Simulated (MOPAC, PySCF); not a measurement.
C3H6Si, SMILES `C=C1C[SiH2]1`, neutral singlet in the gas phase. 

Cartesian coordinates (Å):
```xyz
10

C      1.7628    -0.0551    -0.2625
C      0.4494     0.0423    -0.0775
C     -0.6932    -0.8848     0.2710
Si    -1.1532     0.9234     0.0075
H      2.3697     0.8166    -0.5177
H      2.2879    -1.0122    -0.1665
H     -0.9817    -1.6244    -0.4849
H     -0.7070    -1.2966     1.2869
H     -1.8555     1.3202    -1.2436
H     -1.4790     1.7705     1.1873
```
Charge 0, spin multiplicity 1.

All levels are single points at this geometry (PBE-D3(BJ)/def2-TZVP); Pople sets use spherical d functions. Orbital energies aren't observables, and empty levels follow the basis.

```
level                          HOMO (eV)  LUMO (eV)  gap (eV)  dipole (D)  vertical IE, Delta-SCF (eV)
-----------------------------  ---------  ---------  --------  ----------  ---------------------------
PBE-D3(BJ)/def2-TZVP in PySCF      -6.10      -1.59      4.50        0.22                         9.15
B3LYP/3-21G in PySCF               -7.01      -0.12      6.89        0.16                            –
B3LYP/6-31G* in PySCF              -6.84      -0.32      6.52        0.21                         9.18
B3LYP/LANL2DZ in PySCF             -7.16      -0.31      6.85        0.22                            –
BP86/6-31G* in PySCF               -6.00      -1.26      4.75        0.31                            –
M06-2X/6-31G* in PySCF             -8.13       0.75      8.88        0.19                            –
PBE/6-31G* in PySCF                -5.90      -1.17      4.73        0.33                         9.05
SVWN5/6-31G* in PySCF              -5.98      -1.32      4.66        0.36                         9.20
HF/3-21G in PySCF                  -9.88       3.89     13.77        0.16                            –
HF/6-31G* in PySCF                 -9.74       3.65     13.39        0.26                            –
HF/STO-3G in PySCF                 -7.69       8.52     16.21        1.26                            –
PM3 in MOPAC                       -9.44       0.28      9.72        0.17                            –
PM6 in MOPAC                       -9.08      -0.10      8.97        1.45                            –
```
